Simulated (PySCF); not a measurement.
dimethylacetylene (C4H6), singlet, at a GFN2-xTB geometry. Base run: BLYP/3-21G (PySCF).

The PySCF input:
```python
from pyscf import gto, scf, dft

mol = gto.M(
    atom='''
C     0.003502    0.006812    2.047175
C     0.001025    0.001993    0.598972
C    -0.001025   -0.001993   -0.598972
C    -0.003502   -0.006812   -2.047175
H    -0.016610    1.031669    2.417917
H    -0.871960   -0.521715    2.424549
H     0.900994   -0.485783    2.421397
H    -0.024893    1.015554   -2.424658
H     0.892711   -0.501897   -2.421178
H    -0.880243   -0.537829   -2.418026
''',
    basis='3-21g',
    charge=0,
    spin=0,
    verbose=4,
)

mf = dft.RKS(mol)
mf.xc = 'blyp'
mf.kernel()
```

Variants of this job, named by their change:

| change | ΔE vs base (µEh) | fitting functions |
|---|---|---|
| base | 0.0 | - |
| auxbasis = cc-pvtz-ri | -186 | 504 |
| auxbasis = default (with mf = mf.density_fit()) | -211 | 408 |
| auxbasis = even-tempered beta=3.0 | -6946 | 172 |
| auxbasis = def2-svp-ri | -6429 | 276 |
| auxbasis = cc-pvqz-jkfit | ___ | ___ |
| auxbasis = def2-universal-jfit | ___ | ___ |
| auxbasis = even-tempered beta=1.6 | ___ | ___ |
| auxbasis = cc-pvdz-jkfit | -215 | 418 |
| auxbasis = even-tempered beta=2.0 | -4449 | 266 |

Problem. Some entries are withheld; supply them.

Solution. 
- auxbasis = cc-pvqz-jkfit, ΔE vs base (µEh): -65.6
- auxbasis = cc-pvqz-jkfit, fitting functions: 730
- auxbasis = def2-universal-jfit, ΔE vs base (µEh): -338
- auxbasis = def2-universal-jfit, fitting functions: 262
- auxbasis = even-tempered beta=1.6, ΔE vs base (µEh): -4036
- auxbasis = even-tempered beta=1.6, fitting functions: 380

A fitting set is made for a task (jfit for Coulomb, jkfit for Coulomb and exchange, ri for correlation) and for a family of orbital bases.
